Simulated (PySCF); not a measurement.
ZnHBr, SMILES [ZnH][Br].

Coordinates come from a B3LYP-D3(BJ)/def2-TZVP optimisation.

All values below come from TDDFT-M06-2X/def2-TZVPD run with PySCF.

Vertical excitations; the highest root listed may be one member of a degenerate set. Isolated molecule, no solvent. State labels are in the subgroup C2v.

Computed UV-visible absorptions:
```csv
state,symmetry,energy (eV),λ (nm),f,main pairs
S1,A2,6.42,193,0.000,"HOMO−1→LUMO+1 45 %, HOMO→LUMO 45 %"
S2,B1,6.46,192,0.037,HOMO−1→LUMO+2 (degenerate set)
S3,B2,6.46,192,0.037,HOMO→LUMO+2 (degenerate set)
S4,A2,6.52,190,0.000,"HOMO→LUMO, HOMO−1→LUMO+1 (degenerate set)"
S5,A1,6.52,190,0.000,"HOMO→LUMO+1, HOMO−1→LUMO (degenerate set)"
S6,A1,6.89,180,0.011,"HOMO−1→LUMO 39 %, HOMO→LUMO+1 39 %, HOMO−2→LUMO+2 13 %"
S7,B2,6.92,179,0.041,HOMO−2→LUMO+1 (degenerate set)
S8,B1,6.92,179,0.041,HOMO−2→LUMO (degenerate set)
S9,A1,7.99,155,1.004,HOMO−2→LUMO+2 81 %
S10,B2,8.41,147,0.021,"HOMO→LUMO+3 61 %, HOMO→LUMO+6 28 %"
T1,A1,6.12,203,0,"HOMO−2→LUMO+2 43 %, HOMO−1→LUMO 20 %, HOMO→LUMO+1 20 %, HOMO−2→LUMO+3 8 %"
T2,B1,6.18,201,0,HOMO−1→LUMO+2 (degenerate set)
T3,B2,6.18,201,0,HOMO→LUMO+2 (degenerate set)
T4,A1,6.35,195,0,"HOMO−2→LUMO+2 35 %, HOMO−1→LUMO 24 %, HOMO→LUMO+1 24 %, HOMO−2→LUMO+3 6 %"
```
Triplets are in the Tamm–Dancoff approximation, which puts them higher than full response would, so one can lie above its singlet here.
